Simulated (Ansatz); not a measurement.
C7H5N can be A, `N#Cc1ccccc1`, or B, `[C-]#[N+]c1ccccc1`.

Calculated with Ansatz (gas phase, PBE0-D4/def2-TZVP geometries, no zero-point term in ΔE). CCSD(T)/CBS is the MP2 limit (def2-TZVPP, def2-QZVPP) plus CCSD(T) − MP2 in def2-TZVPP, frozen cores. DFT in def2-TZVPP.

A:

```xyz
13

N    -2.701   -1.126    2.150
C    -1.845   -0.769    1.468
C    -0.783   -0.326    0.623
C     0.207    0.513    1.134
C     1.234    0.938    0.310
C     1.277    0.532   -1.016
C     0.291   -0.303   -1.524
C    -0.740   -0.735   -0.709
H     0.162    0.823    2.170
H     2.004    1.590    0.705
H     2.083    0.868   -1.658
H     0.326   -0.619   -2.559
H    -1.515   -1.386   -1.094
```

B:

```xyz
13

C    -0.8076    1.1413    3.3147
N    -0.5457    0.7706    2.2382
C    -0.2365    0.3338    0.9695
C     1.0239    0.5938    0.4423
C     1.3275    0.1515   -0.8334
C     0.3847   -0.5432   -1.5776
C    -0.8701   -0.7974   -1.0427
C    -1.1884   -0.3616    0.2316
H     1.7468    1.1371    1.0373
H     2.3082    0.3517   -1.2482
H     0.6282   -0.8870   -2.5757
H    -1.6085   -1.3396   -1.6212
H    -2.1623   -0.5509    0.6651
```

Task: Which isomer does CCSD(T)/CBS put lower? Give the gap. (Estimate.)

Result: The calculation gave: A, by 21.8 kcal/mol.

Task: Give E(B) − E(A) in kcal/mol with ωB97M-V, PBE-D4, HF/def2-TZVPP, BLYP-D4, MP2/def2-TZVPP, CCSD/def2-TZVPP, B2PLYP. (An estimate is asked.)

Result: The calculation gave: ωB97M-V 19.7, PBE-D4 22.0, HF/def2-TZVPP 17.6, BLYP-D4 21.4, MP2/def2-TZVPP 24.9, CCSD/def2-TZVPP 21.7, B2PLYP 22.5. None reverses the order clearly.

Task: Does the order hold for the free energy at 298.15 K (harmonic terms from PBE0-D4)? (Estimate.)

Result: Computed: Yes: G(B) − G(A) = +21.3 kcal/mol.

Largest T1 diagnostic: 0.012.

From r2SCAN to r2SCAN0 (25 % exact exchange), in def2-TZVPP and without D4, E(B) − E(A) moves by −0.9 kcal/mol. Leaving LDA and LC-ωPBE aside and taking each functional with its dispersion term where it has one, the values, not all of them listed here, spread over 2.9 kcal/mol, from BHLYP-D4 to B2PLYP. LDA lies −1.2 kcal/mol from PBE without D4.
